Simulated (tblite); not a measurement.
Compound: C8H6FO (doublet state).
Z-matrix (Å and degrees, GFN2-xTB geometry), rows numbered from 1:
```
C 
C   1  1.3277
C   2  1.4669  1  125.70
C   3  1.4037  2  122.91  1   -40.80
O   4  1.3508  3  122.72  2    -2.14
C   4  1.4025  3  119.98  2  -179.78
C   6  1.3575  4  117.89  3     0.04
C   7  1.3645  6  125.59  4     0.70
C   8  1.3879  7  115.54  6    -0.05
F   9  1.3507  3  118.56  2    -0.81
H   1  1.0788  2  123.05  3    -3.37
H   1  1.0767  2  121.04  3  -179.79
H   2  1.0828  1  119.67  3   177.70
H   5  0.9689  4  109.64  3    -4.39
H   6  1.0777  4  118.55  3   179.63
H   8  1.0773  7  124.10  6   179.81
```

Computed with GFN2-xTB (tblite): harmonic, unscaled wavenumbers at the GFN2-xTB geometry, gas phase. Errors from tens to a few hundred cm⁻¹ against measured bands are possible. One conformer, not necessarily the lowest. Open shells enter through the occupations alone, without spin polarisation, and single modes of such species can be off by tens of per cent.

Harmonic wavenumbers (cm⁻¹): 102.7, 134.9, 197.4, 203.0, 266.3, 304.5, 384.3, 441.5, 457.5, 467.9, 487.3, 519.6, 551.5, 616.9, 689.6, 710.8, 754.6, 807.7, 836.7, 895.5, 993.0, 1024.7, 1033.2, 1071.0, 1118.2, 1152.0, 1218.0, 1278.9, 1283.9, 1303.1, 1403.4, 1428.4, 1439.2, 1524.7, 1599.0, 1674.8, 3056.1, 3092.8, 3104.6, 3108.1, 3127.0, 3423.5.

A = 1807, B = 1506, C = 837.0 MHz; mass 137.040 u (most abundant isotopes); point group C1, symmetry number 1; spin multiplicity 2.

Problem. What is the zero-point energy?

Solution. ½Σν̃ = 24644 cm⁻¹ = 294.80 kJ/mol.

Problem. Entropy at 350 K, 1 bar (ideal gas, RRHO, classical rotation)?

Solution. Translation 173.55, rotation 124.74, vibration 109.25, spin (R ln 2) 5.76: S = 413.3 J/(mol K).

Problem. And Cp and H(350 K) − H(0)?

Solution. Cp = 171.86 J/(mol K), of which vibrations give 138.60 (their classical limit is 42 R = 349.2); H(350 K) − H(0) = 34.21 kJ/mol without the zero-point energy, 22.57 from vibrations.

Problem. Which modes carry the vibrational entropy at 350 K?

Solution. 102.7 cm⁻¹: 15.55; 134.9 cm⁻¹: 13.32; 197.4 cm⁻¹: 10.28; 203.0 cm⁻¹: 10.06; 266.3 cm⁻¹: 7.97; 304.5 cm⁻¹: 6.97 J/(mol K); the other 36 give 45.12 together.

Problem. How do the functions run with temperature in this model?

Solution. 
```json
{"T (K)": "100", "S (J/(mol K))": "278.1", "Cp (J/(mol K))": "63.4", "H − H(0) (kJ/mol)": "4.42", "G − H(0) (kJ/mol)": "-23.39", "ln q(vib)": "0.57"}
{"T (K)": "200", "S (J/(mol K))": "335.9", "Cp (J/(mol K))": "108.8", "H − H(0) (kJ/mol)": "13.02", "G − H(0) (kJ/mol)": "-54.16", "ln q(vib)": "2.24"}
{"T (K)": "300", "S (J/(mol K))": "388.4", "Cp (J/(mol K))": "152.1", "H − H(0) (kJ/mol)": "26.10", "G − H(0) (kJ/mol)": "-90.40", "ln q(vib)": "4.29"}
{"T (K)": "500", "S (J/(mol K))": "483.2", "Cp (J/(mol K))": "220.5", "H − H(0) (kJ/mol)": "63.84", "G − H(0) (kJ/mol)": "-177.78", "ln q(vib)": "8.77"}
{"T (K)": "800", "S (J/(mol K))": "601.2", "Cp (J/(mol K))": "279.7", "H − H(0) (kJ/mol)": "139.84", "G − H(0) (kJ/mol)": "-341.15", "ln q(vib)": "15.41"}
{"T (K)": "1000", "S (J/(mol K))": "666.3", "Cp (J/(mol K))": "303.4", "H − H(0) (kJ/mol)": "198.29", "G − H(0) (kJ/mol)": "-468.06", "ln q(vib)": "19.53"}
```

q(vib) and H(0) count from the zero-point level.

Hindered rotation and anharmonicity are outside this model. Other conformers, if any are populated, would add a mixing term that is left out. The structure is chiral; the term R ln 2 for an equal mix with its mirror image is left out.
